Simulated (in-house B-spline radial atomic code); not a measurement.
LC-wPBE excitations of neutral mercury

Method: LC-wPBE. Computed with an all-electron radial atomic-structure program (B-spline basis): linear response of the closed shell [Xe] 4f14 5d10 6s2 with the functional's adiabatic kernel; scalar-relativistic (spin-free one-electron X2C), finite nucleus, no spin-orbit coupling, no double excitations, S, P, D and F terms only; shells from n = 4 respond. Only terms of natural parity with L up to 3 were computed.

Spin-orbit coupling is strong here, so these LS terms don't match observed levels.

Command:
```bash
python run_td.py task.json out
```
Settings (radii: box in bohr, nucleus in fm):
```
Z                        80
electrons                80
configuration            [Xe] 4f14 5d10 6s2
hamiltonian              x2c
method                   lc_wpbe
box_radius               75
rms_radius               5.4648
intervals                76
```

Cost of the run: 12 s on 1 thread of Arm Neoverse N1, with other jobs on the host.

The lowest states, in the order of their Tamm-Dancoff energies; the method's threshold (minus the highest occupied level) is 9.766 eV. Labels give the largest channel, * marks a mixed state, and oscillator strengths are full-response dipole values. Measured ¹D terms are left out, since they can mix with doubly excited terms. Semilocal kernels can invert the small singlet-triplet splittings of Rydberg terms. Energies in eV:

```
     state  full response  Tamm-Dancoff  oscillator strength  measured (J-weighted term)
6s → 6p 3P          4.359         4.622                    -                           -
6s → 6p 1P          6.042         6.175                 1.13                           -
6s → 7s 3S              ?             ?                    -                           ?
6s → 7s 1S          7.399         7.414                    -                       7.926
6s → 7p 3P          8.018         8.041                    -                           -
6s → 7p 1P          8.164         8.177               0.0106                           -
6s → 6d 3D          8.254         8.255                    -                           -
6s → 6d 1D              ?             ?                    -                           -
6s → 8s 3S          8.527         8.528                    -                           -
6s → 8s 1S          8.594         8.599                    -                           -
```

Q: Where does 6s → 6d 1D lie?

A: At 8.276 eV in full response, 8.276 eV in Tamm-Dancoff.

Q: Where does 6s → 7s 3S lie?

A: At 7.160 eV in full response, 7.164 eV in Tamm-Dancoff; measured 7.731 eV.

Q: How large is the singlet-triplet splitting of 6s → 6p (P terms) in Tamm-Dancoff?

A: 1.55 eV, from the unrounded values.

Q: What polarisabilities and dispersion coefficient does the method give?

A: Dipole 38.67 bohr³, quadrupole 256.7 bohr⁵, C6 382.3 hartree·bohr⁶ for two such species. Recommended dipole value: 33.91 ± 0.34 bohr³ (Schwerdtfeger and Nagle, table of static dipole polarizabilities (2023 update)), which includes relativity and correlation.
